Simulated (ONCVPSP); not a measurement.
# How hard is this Er (Z = 68) ONCV potential?

ONCVPSP 4.0.1 input, shortened (lines: element, Z, core and valence counts, functional; n l f; lmax; l rc ep ncon nbas qcut; lloc lpopt rc5 dvloc0; l nproj debl; icmod fcfact rcfact), PBEsol, scalar-relativistic:

```
  Er 68.00    9    4  -116133      upf
    1    0    2.00
    2    0    2.00
    2    1    6.00
    3    0    2.00
    3    1    6.00
    3    2   10.00
    4    0    2.00
    4    1    6.00
    4    2   10.00
    4    3   12.00
    5    0    2.00
    5    1    6.00
    6    0    2.00
    3
    0    2.35    0.00    4    8    4.70
    1    1.65    0.00    5    9    5.50
    2    2.10    0.39    4    8    4.20
    3    0.70    0.00    3    7   21.30
    4    4    0.50    2.00
    0    2    0.50
    1    2    3.80
    2    2    1.30
    3    2    2.10
    3    3.50    1.60
```

In the d channel the program set the typed energies aside and used 0.050, 1.350 Ha.

Question: For each optimised wave give the share of its norm inside rc, the residual kinetic energy above qcut (Ha) and the cutoffs (Ha) for errors of 10, 1, 0.1 and 0.01 mHa per electron.

Answer:

```csv
wave,norm inside rc,residual KE,10 mHa,1 mHa,0.1 mHa,0.01 mHa
5s,0.983,6.0e-06,3.4,4.5,8.3,10.9
6s,0.093,2.1e-05,2.6,4.3,9.2,15.4
5p,0.665,3.3e-03,10.9,42.6,89.6,101.2
p projector 2,0.088,5.3e-03,13.0,29.4,80.1,106.4
d projector 1,0.476,1.4e-03,6.8,9.4,31.8,52.1
d projector 2,0.263,5.1e-03,8.0,11.3,21.2,48.1
4f,0.506,1.9e-04,180.1,204.8,445.4,not reached
f projector 2,0.074,3.0e-05,162.2,193.2,215.0,280.8
```

The occupied waves need 205 Ha and 445 Ha for 1 and 0.1 mHa. Note: ghosts flagged at negative energy: s at -665.3 eV, p at -302.2 eV; GHOST(+) flagged for d at 35.5 eV. A true bound ghost makes a file unfit for plane-wave use. Tests left out (the all-electron energies of this program are off by 10 to 40 meV for near-neutral 4f atoms).
